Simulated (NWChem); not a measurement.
Everything below was run with NWChem. System: C₃H₃, charge 0, spin multiplicity 2, at a geometry optimised with UPBE0/def2-SVP. The structure started from a generated list of species. Its SCF solution wasn't tested for a lower state. Level: UPBE/def2-TZVP.

The NWChem input:

```
start mol
memory heap 200 mb stack 900 mb global 1100 mb
geometry units angstroms nocenter noautoz
  C      0.000000     0.000000    -1.257003
  C      0.000000     0.000000     0.113620
  C      0.000000     0.000000     1.345605
  H      0.939181     0.000000    -1.816526
  H     -0.939181     0.000000    -1.816526
  H      0.000000     0.000000     2.419720
  symmetry group C2v
end
basis spherical
  * library def2-tzvp
end
dft
  xc xpbe96 cpbe96
  odft
  mult 2
  semidirect memsize 60000000 filesize 0
  iterations 100
end
task dft energy
```

Output (cleaned and shortened):

```
             Northwest Computational Chemistry Package (NWChem) 7.3.0
             --------------------------------------------------------

                                NWChem Input Module
                                -------------------

 Scaling coordinates for geometry "geometry" by  1.889725989
 (inverse scale =  0.529177249)

 Turning off AUTOSYM since
 SYMMETRY directive was detected!

                             Geometry "geometry" -> ""
                             -------------------------

 Output coordinates in angstroms (scale by  1.889725989 to convert to a.u.)

  No.       Tag          Charge          X              Y              Z
 ---- ---------------- ---------- -------------- -------------- --------------
    1 C                    6.0000     0.00000000     0.00000000    -1.25700300
    2 C                    6.0000     0.00000000     0.00000000     0.11362000
    3 C                    6.0000     0.00000000     0.00000000     1.34560500
    4 H                    1.0000     0.93918100     0.00000000    -1.81652600
    5 H                    1.0000    -0.93918100     0.00000000    -1.81652600
    6 H                    1.0000     0.00000000     0.00000000     2.41972000

 Effective nuclear repulsion energy (a.u.)      53.0959980526

            Nuclear Dipole moment (a.u.)
            ----------------------------
        X                 Y               Z
 ---------------- ---------------- ----------------
     0.0000000000     0.0000000000     0.0000000000

      Symmetry information
      --------------------

 Group name             C2v
 Group number             16
 Group order               4
 No. of unique centers     5

      Symmetry unique atoms

     1    2    3    4    6


 Summary of "ao basis" -> "" (spherical)
 ------------------------------------------------------------------------------
       Tag                 Description            Shells   Functions and Types
 ---------------- ------------------------------  ------  ---------------------
 *                         def2-tzvp                  on all atoms

  pbe96 is a nonlocal functional; adding pw91lda local functional.
[...]
    beta     11     12     14     13     15     16     17     18     19     21
 overlap   0.996  0.999  0.993  0.997  0.997  1.000  0.999  0.994  0.990  0.987

   alpha     21     22     23     24     25     26     27     28     29     30
    beta     20     22     23     24     25     26     27     28     29     30
 overlap   1.000  0.994  0.994  0.999  0.996  0.999  0.998  0.999  0.999  1.000

   alpha     31     32     33     34     35     36     37     38     39     40
    beta     31     32     33     34     35     36     37     38     39     40
 overlap   0.998  0.940  0.940  0.997  0.999  1.000  0.995  1.000  0.995  0.999

   alpha     41     42     43     44     45     46     47     48     49     50
    beta     41     43     42     44     45     48     46     47     49     50
 overlap   0.999  0.999  1.000  0.995  0.996  0.997  1.000  0.999  0.992  0.999

   alpha     51     52     53     54     55     56     57     58     59     60
    beta     51     54     52     53     55     56     57     58     59     60
 overlap   0.999  0.979  0.999  0.997  0.998  0.975  0.999  0.997  1.000  1.000

   alpha     61     62     63     64     65     66     67     68     69     70
    beta     61     62     63     64     65     66     67     68     69     70
 overlap   0.999  0.999  1.000  0.999  0.998  0.997  0.998  0.998  0.981  0.982

   alpha     71     72     73     74     75     76     77     78     79     80
    beta     71     72     73     74     75     76     77     78     79     80
 overlap   1.000  0.995  0.993  0.992  1.000  0.994  0.984  0.998  0.998  0.983

   alpha     81     82     83     84     85     86     87     88     89     90
    beta     81     83     82     84     85     87     86     88     89     90
 overlap   0.998  0.996  0.988  1.000  0.985  0.996  0.999  0.992  0.996  0.996

   alpha     91     92     93     94     95     96     97     98     99    100
    beta     91     92     93     94     96     95     97     98     99    100
 overlap   0.998  0.999  0.998  0.999  0.999  1.000  0.999  1.000  0.999  1.000

   alpha    101    102    103    104    105    106    107    108    109    110
    beta    101    102    103    104    105    106    107    108    109    110
 overlap   1.000  1.000  1.000  1.000  1.000  1.000  1.000  1.000  1.000  1.000

   alpha    111
    beta    111
 overlap   1.000

     --------------------------
     Expectation value of S2:
     --------------------------
      <S2> =      0.7623 (Exact =     0.7500)

 center of mass
 --------------
 x =   0.00000000 y =   0.00000000 z =   0.05829628

 moments of inertia (a.u.)
 ------------------
         190.546008203381           0.000000000000           0.000000000000
           0.000000000000         196.895096846154           0.000000000000
           0.000000000000           0.000000000000           6.349088642774

     Multipole analysis of the density
     ---------------------------------

     L   x y z        total         alpha         beta         nuclear
     -   - - -        -----         -----         ----         -------
     0   0 0 0     -0.000000    -11.000000    -10.000000     21.000000

     1   1 0 0     -0.000000     -0.000000     -0.000000      0.000000
     1   0 1 0     -0.000000     -0.000000      0.000000      0.000000
     1   0 0 1     -0.032666      0.158844     -0.191510      0.000000

     2   2 0 0    -13.723408    -10.316468     -9.706734      6.299793
     2   1 1 0     -0.000000     -0.000000     -0.000000      0.000000
     2   1 0 1      0.000000     -0.000000      0.000000      0.000000
     2   0 2 0    -15.104418     -8.732881     -6.371536      0.000000
     2   0 1 1     -0.000000     -0.000000      0.000000      0.000000
     2   0 0 2     -9.570303    -67.295120    -59.678535    117.403351

 Task  times  cpu:        5.5s     wall:        5.5s

 Total times  cpu:        5.5s     wall:        5.5s
```
